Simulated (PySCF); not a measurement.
Problem. Give a PBE0-D3(BJ)/def2-SVP geometry of InChI=1S/C2H5F3OSi/c3-2(4,5)1-7-6/h6H,1,7H2.

Solution. 
```
atom  x, y, z in Å
O1     2.560    1.219    1.046
Si2    2.066    0.692   -0.450
C3     0.609   -0.510   -0.262
C4    -0.623    0.100    0.334
F5    -0.341    0.723    1.502
F6    -1.572   -0.799    0.600
F7    -1.161    1.022   -0.470
H8     1.851    1.498    1.635
H9     1.650    1.812   -1.345
H10    3.204   -0.051   -1.052
H11    0.341   -0.935   -1.241
H12    0.924   -1.343    0.385
```

Any rigid rotation of these coordinates is as good. Atoms count from 1 in this order. O1 (silanol oxygen) is bent (angle 115.1°). H8 on O1 lies 2.33 Å from F5, 5 bonds away (angle at H 124°; Bondi radii sum to 2.67 Å). Of the pairs four or more bonds apart, those above aside, O1···F5 is among the closest relative to their van der Waals radii: 2.98 Å, 100 % of the sum of Bondi's values. Si2 (oxygen-bound silicon) is tetrahedral (angles from 107.2° to 112.6°).

Bonds between heavy atoms (Å): O1–Si2 1.661, Si2–C3 1.898, C3–C4 1.499, C4–F5 1.353, C4–F6 1.335, C4–F7 1.337.

Computed, not measured: PBE0-D3(BJ)/def2-SVP geometry optimisation, gas phase in PySCF.

Point group: C1 (no symmetry element, even within 0.4 Å). Stationary, but not proved a minimum. The numbers are those of one conformer (H–O1–Si2–C3 -46°, O1–Si2–C3–C4 63°).
